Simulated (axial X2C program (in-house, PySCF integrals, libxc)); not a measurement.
## Worked dissociation energy of InH: CCSD, two-component

Computed with an axial X2C code built on PySCF integrals. Two-component (2c) means X2C with spin–orbit coupling and atomic mean-field two-electron Coulomb and Gaunt terms. Basis: In dyall-cv3z [11s12p9d4f1g], H dyall-v3z [6s2p1d] (cores contracted in-house); Gaussian nuclei, density fitting, unrestricted open shells. Masses: In 114.904 u, H 1.008 u.

Molecular state: Ω = 0 (closed shell).

Correlated methods: 14 electrons correlated (number of frozen shells: In 4 s, 3 p, 1 d; H none), 192 virtual spin orbitals or spinors in MP2, 110 natural virtuals in coupled cluster.

```
E(In) (2M_J = 1) : -5876.304266 hartree
E(H) (2M_J = 1)  : -0.500004 hartree
E(InH) at Re     : -5876.898677 hartree
ωe               : 1477.7 cm⁻¹
```

(1) Work out De and D0.

The state is a single determinant with fixed occupations, the lowest that a limited PBE0 search found. The closed shell is kept restricted, so the energy runs too high when the bond is stretched far. De is counted from the lowest determinant-based energies of the atoms at the same level, without counterpoise correction. CCSD ran in a truncated set of natural virtual spinors with an MP2 remainder; without triples it tends to underbind.

Each atomic determinant is the lowest at this level and need not be a pure J level. Totals compare only within one Hamiltonian and basis.

Answers

(1) De = -5876.304266 + (-0.500004) − (-5876.898677) = 0.09441 hartree = 2.569 eV. The zero-point energy is ωe/2 = 739 cm⁻¹ = 0.092 eV, so D0 = 2.477 eV.
